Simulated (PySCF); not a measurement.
These are B3LYP-D3(BJ)/def2-TZVP // TPSS-D3(BJ)/def2-SVP in PySCF values and carry that method's errors. All species are isolated molecules in the gas phase. B3LYP has the VWN-RPA correlation part, as in Gaussian. 

Reference species: [Zr(Cl)4] (neutral, multiplicity 1).

The HOMO–LUMO gap is 6.43 eV. The coordination number comes out as 4.

Changed species: [V(=O)(Cl)3] (M = V, oxo; the reference has M = Zr).

Task: Predict the effect on the HOMO–LUMO gap and coordination number.

Result: the HOMO–LUMO gap decreases by 1.73 eV, to 4.70 eV; the coordination number hardly moves.
